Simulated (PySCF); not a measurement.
Working out the ionisation energy of W⁺

W⁺ [Xe] 4f14 5d4 6s1 (6D) → W²⁺ [Xe] 4f14 5d4 (5D). Calculation: PySCF 2.14, in aug-cc-pVDZ-PP with ECP60MDF; scalar relativity through the core potential. Frozen: 5s2 5p6. Energies in hartree (1 hartree = 27.21139 eV):

```csv
part,W⁺ (lower),W²⁺ (upper)
UHF,-66.458713,-65.908227
CCSD correlation,-0.047565,-0.028481
(T),-0.000475,-0.000140
```

Problem. What does Hartree-Fock give?

Solution. (-65.908227) − (-66.458713) = 0.550486 hartree = 14.979 eV.

Problem. What do CCSD and CCSD(T) give?

Solution. The CCSD correlation energies differ by 0.019084 hartree = 0.519 eV and the triples by 0.000335 hartree = 0.009 eV, so CCSD gives 15.498 eV and CCSD(T) 15.507 eV.

Reference: 16.37 ± 0.15 eV (semi-empirical (NIST evaluation); NIST Atomic Spectra Database, ionization energies), between the lowest levels; spin-orbit coupling is absent from the calculation.

A double-zeta basis recovers only part of the correlation energy.

What remains against the reference includes basis incompleteness, the frozen core and higher excitations.
